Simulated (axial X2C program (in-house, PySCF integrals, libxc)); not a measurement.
## Outer orbitals of MgTi at 2.972 Å, TPSSh

Calculated with an axial X2C code built on PySCF integrals. Spin-free means the one-electron spin-free X2C Hamiltonian; two-component (2c) means X2C with spin–orbit coupling and atomic mean-field two-electron Coulomb and Gaunt terms, so the difference of the two also holds small scalar two-electron terms. Basis: Ti dyall-cv3z [10s10p6d4f2g], Mg dyall-cv3z [9s8p6d3f] (cores contracted in-house); Gaussian nuclei, density fitting, unrestricted open shells. Masses: Ti 47.948 u, Mg 23.985 u.

The distance is close to the 2c PBE0 minimum; the highest filled and lowest empty levels are listed.

Spin-free orbitals, state M_S = 2, Λ = 2 (beyond evenly filled blocks: σα, π+α, π-α, δ+α) (Löwdin shares):

```tsv
symmetry	occupied	ε (eV)	atomic character
σα	yes	-5.92	55% Mg s, 30% Ti s, 8% Ti p
σβ	yes	-5.23	60% Mg s, 20% Ti s, 12% Ti p
σα	yes	-3.88	40% Ti s, 29% Mg p, 14% Ti p
π+α	yes	-3.59	92% Ti d, 6% Mg p
π-α	yes	-3.54	91% Ti d, 6% Mg p
δ+α	yes	-2.99	100% Ti d
σβ	no	-2.28	43% Ti s, 32% Mg p, 16% Ti p
σα	no	-1.66	39% Mg p, 24% Ti p, 23% Ti d
π+α	no	-1.62	52% Ti p, 40% Mg p, 6% Ti d
π-α	no	-1.60	52% Ti p, 41% Mg p, 6% Ti d
δ-α	no	-1.60	100% Ti d
```

Spinors with spin–orbit coupling (state Ω = 4):

```
   ω  occupied  ε (eV)              atomic character  λ mixture
-3/2       yes  -35.33                     100% Ti p     100% π
 1/2       yes   -5.92   55% Mg s, 30% Ti s, 8% Ti p     100% σ
-1/2       yes   -5.23  60% Mg s, 20% Ti s, 12% Ti p     100% σ
 1/2       yes   -3.88  40% Ti s, 29% Mg p, 14% Ti p     100% σ
 3/2       yes   -3.59             92% Ti d, 6% Mg p     100% π
-1/2       yes   -3.55             91% Ti d, 6% Mg p     100% π
 5/2       yes   -2.98                     100% Ti d     100% δ
-1/2        no   -2.28  43% Ti s, 32% Mg p, 16% Ti p     100% σ
 1/2        no   -1.66  38% Mg p, 24% Ti p, 23% Ti d     100% σ
 3/2        no   -1.62   52% Ti p, 41% Mg p, 6% Ti d     100% π
-3/2        no   -1.61                     100% Ti d     100% δ
-1/2        no   -1.61   52% Ti p, 41% Mg p, 6% Ti d     100% π
```

Mulliken charges and populations of the two-component result (they depend on the basis, above all on diffuse functions):

Ti -0.08 e (s 7.02 p 12.16 d 2.91), Mg 0.08 e (s 5.59 p 6.30 d 0.02). ⟨Lz⟩ = 2.00 ħ and ⟨Sz⟩ = 2.00 ħ (1.81 and 0.19 on the two atoms), which add up to Ω.

The state is a single determinant with fixed occupations, the lowest that a limited PBE0 search found. Density functionals use the spin component along the axis (collinear). Other states lie close and PBE0, whose exact exchange favours high spin, may order them wrongly; the determinant shown need not be the ground state. The nearest other spin-free determinant of the search, M_S = 2, Λ = 0, lies 0.26 eV up at the distance of the search. Without a current term, density functionals place determinants with orbital angular momentum somewhat too high. The spin of this state cannot come from the lowest atoms; the curve heads to a higher limit, and no De is given. With several unpaired electrons one determinant need not be a pure state. Open-shell Ω = 0 determinants with evenly filled partner blocks cannot be reached by this program, so the Ω shown need not be the lowest component.
